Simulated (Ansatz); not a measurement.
C₂H₇BSSi (`BSC(=C)[SiH3]`), relaxed with RKS PBE0-D4/def2-TZVP in the Gaussian-basis code of Ansatz from a PBE-D4/def2-SVP geometry. The force threshold is 0.005 eV/Å; the program also tests the step.

The species carries charge 0 and has multiplicity 1.

Start:

```xyz
12

B     1.026    2.010    0.716
S    -0.355    1.728   -0.350
C    -0.608   -0.044   -0.476
C    -1.628   -0.456   -1.265
Si    0.481   -1.295    0.440
H     1.305    3.178    0.884
H     1.643    1.105    1.235
H    -1.847   -1.528   -1.390
H    -2.275    0.256   -1.808
H     0.403   -1.105    1.928
H     1.915   -1.198    0.005
H    -0.059   -2.652    0.081
```

| step | energy (eV) | largest force (eV/Å) | largest move (Å) |
| --- | --- | --- | --- |
| 1 | -21567.8336 | 0.495 | 0.000 |
| 2 | -21567.8846 | 0.261 | 0.041 |
| 3 | -21567.8897 | 0.113 | 0.014 |
| 4 | -21567.8898 | 0.092 | 0.009 |
| 5 (rejected) | -21567.8894 | 0.065 | 0.019 |
| 6 | -21567.8903 | 0.016 | 0.009 |
| 7 | -21567.8903 | 0.006 | 0.003 |
| 8 | -21567.8903 | 0.002 | 0.003 |

End:

```xyz
12

B     1.015    1.984    0.708
S    -0.352    1.710   -0.353
C    -0.602   -0.036   -0.472
C    -1.606   -0.453   -1.246
Si    0.472   -1.276    0.432
H     1.299    3.128    0.881
H     1.617    1.092    1.219
H    -1.816   -1.510   -1.364
H    -2.249    0.239   -1.784
H     0.394   -1.086    1.902
H     1.889   -1.176    0.002
H    -0.062   -2.616    0.074
```

Hardware: 4 threads of an Arm Neoverse V1 on a shared host. Wall time 37 s, peak host memory 0.59 GiB.
